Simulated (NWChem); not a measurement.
System: C2H6O2Si; SMILES O[SiH]1COC1

The following NWChem deck was run.

```
start job
memory heap 200 mb stack 900 mb global 1100 mb
geometry units angstroms noautosym nocenter noautoz
  O     -0.540288    -2.029096     0.000000
  Si     0.355017    -0.606836     0.000000
  C     -0.102224     0.847648    -1.139310
  O      0.131964     1.721342     0.000000
  C     -0.102224     0.847648     1.139310
  H     -0.028746    -2.855348     0.000000
  H      1.828932    -0.932945     0.000000
  H     -1.167917     0.870922    -1.474745
  H      0.542791     1.144172    -1.992405
  H      0.542791     1.144172     1.992405
  H     -1.167917     0.870922     1.474745
end
basis spherical
  * library 6-31g*
end
dft
  xc m06-2x
  iterations 150
end
cosmo
  do_cosmo_smd true
  solvent acetntrl
end
task dft energy
```

Excerpt of the output:

```
             Northwest Computational Chemistry Package (NWChem) 7.3.0
             --------------------------------------------------------

                             Geometry "geometry" -> ""
                             -------------------------

 Output coordinates in angstroms (scale by  1.889725989 to convert to a.u.)

  No.       Tag          Charge          X              Y              Z
 ---- ---------------- ---------- -------------- -------------- --------------
    1 O                    8.0000    -0.54028800    -2.02909600     0.00000000
    2 Si                  14.0000     0.35501700    -0.60683600     0.00000000
    3 C                    6.0000    -0.10222400     0.84764800    -1.13931000
    4 O                    8.0000     0.13196400     1.72134200     0.00000000
    5 C                    6.0000    -0.10222400     0.84764800     1.13931000
    6 H                    1.0000    -0.02874600    -2.85534800     0.00000000
    7 H                    1.0000     1.82893200    -0.93294500     0.00000000
    8 H                    1.0000    -1.16791700     0.87092200    -1.47474500
    9 H                    1.0000     0.54279100     1.14417200    -1.99240500
   10 H                    1.0000     0.54279100     1.14417200     1.99240500
   11 H                    1.0000    -1.16791700     0.87092200     1.47474500

 Effective nuclear repulsion energy (a.u.)     238.0929242865

                                 NWChem DFT Module
                                 -----------------

 Summary of "ao basis" -> "ao basis" (spherical)
 ------------------------------------------------------------------------------
       Tag                 Description            Shells   Functions and Types
 ---------------- ------------------------------  ------  ---------------------
 O                           6-31g*                  6       14   3s2p1d
 Si                          6-31g*                  8       18   4s3p1d
 C                           6-31g*                  6       14   3s2p1d
 H                           6-31g*                  2        2   2s

 in cosmo_initialize ...
 calling solv_data for solv:acetntrl

 solvent parameters
 solvname_short: acetntrl
 solvname_long:  acetonitrile
 dielec:       35.6880
 dielecinf:     1.8069
 nonaqueous SMD model solvent descriptors
 dielec:       35.6880
 sola:          0.0700
 solb:          0.3200
 solc:          0.0000
 solg:         41.2500
 solh:          0.0000
 soln:          1.3442

          ---------------
          -cosmo- solvent
          ---------------
 Cosmo: York-Karplus, doi: 10.1021/jp992097l
 dielectric constant -eps-     =  35.69
 screen = (eps-1)/(eps    )    =   0.97198
 surface charge correction     = lagrangian

   van der Waals surface
 --------------------------

[...]

                                COSMO-SMD solvation results
                                ---------------------------

             internal energy in gas <Psi(g)|H|Psi(g)> =      -519.603117100934
         internal energy in solvent <Psi(s)|H|Psi(s)> =      -519.602282675184
                               delta internal energy  =         0.000834425751 (    0.52 kcal/mol)
   total free energy in solvent <Psi(s)|H+V/2|Psi(s)> =      -519.612159262170
 polarization energy contribution <Psi(s)|V/2|Psi(s)> =        -0.009876586986 (   -6.20 kcal/mol)
    total free energy in solvent including G(SMD-CDS) =      -519.612172469792
                       G(SMD-CDS) energy contribution =        -0.000013207622 (   -0.01 kcal/mol)
     1 M fixed-concentration free energy of solvation =        -0.009055368857 (   -5.68 kcal/mol)

                       DFT Final Molecular Orbital Analysis
                       ------------------------------------

 Vector   22  Occ=2.000000D+00  E=-3.587550D-01
              MO Center=  1.8D-01,  9.8D-01,  1.1D-08, r^2= 2.7D+00
   Bfn.  Coefficient  Atom+Function         Bfn.  Coefficient  Atom+Function
  ----- ------------  ---------------      ----- ------------  ---------------
    49      0.375366   4 O  px               53      0.287308   4 O  px
    50      0.275881   4 O  py               54      0.211829   4 O  py
    36     -0.200195   3 C  py               64     -0.200195   5 C  py
    21     -0.171610   2 Si px               78     -0.152841   7 H  s
    52      0.137180   4 O  s                22      0.129784   2 Si py

 Vector   23  Occ=2.000000D+00  E=-3.348624D-01
              MO Center= -3.3D-02,  1.6D-01, -3.3D-08, r^2= 3.0D+00
   Bfn.  Coefficient  Atom+Function         Bfn.  Coefficient  Atom+Function
  ----- ------------  ---------------      ----- ------------  ---------------
    23      0.286180   2 Si pz               36      0.258019   3 C  py
    64     -0.258019   5 C  py                5     -0.251833   1 O  pz
     9     -0.215615   1 O  pz               37     -0.198008   3 C  pz
    65     -0.198008   5 C  pz               40      0.190107   3 C  py
    68     -0.190107   5 C  py               38     -0.178401   3 C  s

 Vector   24  Occ=2.000000D+00  E=-3.040855D-01
              MO Center=  2.2D-02,  1.0D+00,  5.1D-08, r^2= 2.6D+00
   Bfn.  Coefficient  Atom+Function         Bfn.  Coefficient  Atom+Function
  ----- ------------  ---------------      ----- ------------  ---------------
    49      0.398024   4 O  px               53      0.330546   4 O  px
    50     -0.286545   4 O  py               54     -0.244080   4 O  py
    78      0.175200   7 H  s                20     -0.172326   2 Si s
    80      0.171837   8 H  s                86      0.171837  11 H  s
    22     -0.165935   2 Si py               21      0.146956   2 Si px

 Vector   25  Occ=0.000000D+00  E= 7.109887D-02
              MO Center=  3.5D-01, -1.1D+00, -8.8D-09, r^2= 4.5D+00
   Bfn.  Coefficient  Atom+Function         Bfn.  Coefficient  Atom+Function
  ----- ------------  ---------------      ----- ------------  ---------------
    26      1.059593   2 Si py                6      0.788003   1 O  s
    52     -0.346659   4 O  s                24     -0.325762   2 Si s
    25      0.291568   2 Si px               22      0.221192   2 Si py
    76     -0.219048   6 H  s                 7      0.203316   1 O  px
     3      0.153389   1 O  px               54      0.153359   4 O  py

 Vector   26  Occ=0.000000D+00  E= 8.547432D-02
              MO Center=  4.6D-01, -7.5D-01,  5.8D-09, r^2= 4.4D+00
   Bfn.  Coefficient  Atom+Function         Bfn.  Coefficient  Atom+Function
  ----- ------------  ---------------      ----- ------------  ---------------
    27      1.147306   2 Si pz               38      0.693437   3 C  s
    66     -0.693437   5 C  s                23      0.288880   2 Si pz
     9     -0.268669   1 O  pz               40     -0.265592   3 C  py
    68      0.265592   5 C  py                5     -0.198622   1 O  pz
    36     -0.110300   3 C  py               64      0.110300   5 C  py

 Vector   27  Occ=0.000000D+00  E= 1.179351D-01
              MO Center= -2.5D-01,  1.7D-01, -1.4D-08, r^2= 5.0D+00
   Bfn.  Coefficient  Atom+Function         Bfn.  Coefficient  Atom+Function
  ----- ------------  ---------------      ----- ------------  ---------------
    38     -0.716148   3 C  s                66     -0.716148   5 C  s
    52     -0.691940   4 O  s                26      0.676531   2 Si py
    25     -0.611854   2 Si px               24      0.566348   2 Si s
    76      0.563722   6 H  s                82      0.437872   9 H  s
    84      0.437872  10 H  s                 6     -0.414325   1 O  s

     Multipole analysis of the density
     ---------------------------------

     L   x y z        total         alpha         beta         nuclear
     -   - - -        -----         -----         ----         -------
     0   0 0 0     -0.000000    -24.000000    -24.000000     48.000000

     1   1 0 0      0.406283     -0.767131     -0.767131      1.940544
     1   0 1 0     -1.158824     -0.065345     -0.065345     -1.028134
     1   0 0 1     -0.000000     -0.000000     -0.000000     -0.000000

     2   2 0 0    -28.482039    -33.931232    -33.931232     39.380425
     2   1 1 0     -3.005308     -8.850552     -8.850552     14.695795
     2   1 0 1      0.000000      0.000000      0.000000      0.000000
     2   0 2 0    -27.324410   -162.893846   -162.893846    298.463282
     2   0 1 1     -0.000000     -0.000000     -0.000000      0.000000
     2   0 0 2    -25.032776    -62.271006    -62.271006     99.509237
```

Level: M06-2X/6-31G* (spherical d), SMD on the gas-phase geometry. Coordinates come from a PBE-D3(BJ)/def2-SVP optimisation. Solvent: acetonitrile.
